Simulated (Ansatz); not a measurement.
Nb₂S₆, relaxed as a quintet with UKS PBE-D4/def2-SVP in Ansatz, starting from the PBE-D4/def2-SVP geometry of the neutral singlet. Force threshold 0.03 eV/Å.

In the def2 sets Nb takes a core potential; there is no spin–orbit coupling. The relaxation made no stability test and no search for a lower SCF solution. At PBE-D4/def2-SVP a singlet of charge 0 lies 2.50 eV below the quintet, each at its own geometry. The structure comes from a short search, and lower isomers may exist.

Start:

```
atom    x (Å)    y (Å)    z (Å)
 Nb1   0.5008   0.7620   2.2610
 Nb2   0.0464  -0.0719  -0.1454
  S3  -1.4149  -0.4511  -2.1517
  S4   0.3051   0.7586  -2.4254
  S5   1.8001   1.6177   0.6046
  S6  -1.6000   0.9799   1.2797
  S7   0.9138  -1.4305   1.8269
  S8  -0.5513  -2.1647  -1.2495
```

```csv
step,energy (eV),largest force component (eV/Å),SCF passes
1,-68072.7127,3.121,71
2,-68073.1966,0.562,56
3,-68073.3726,1.595,48
4,-68073.4282,0.558,42
5,-68073.4899,0.136,34
6,-68073.4915,0.029,28
```

Force components are those of the run's own axes.

End:

```xyz
8

Nb    0.4160    0.8968    2.5355
Nb   -0.0662   -0.0486   -0.1695
S    -1.3997   -0.4907   -2.2377
S     0.2960    0.7848   -2.4215
S     1.8481    1.2961    0.6255
S    -1.6339    0.9804    1.2544
S     1.1080   -1.2451    1.6454
S    -0.5683   -2.1738   -1.2321
```

By distances, no bond broke or formed. The bond that changes most is Nb1–S5, from 2.27 to 2.42 Å (atoms count from 1).

No frequencies were taken in this run, so the end may be a saddle point.

Hardware: 4 threads of Arm Neoverse V1 on a shared host. Wall time 40 s.
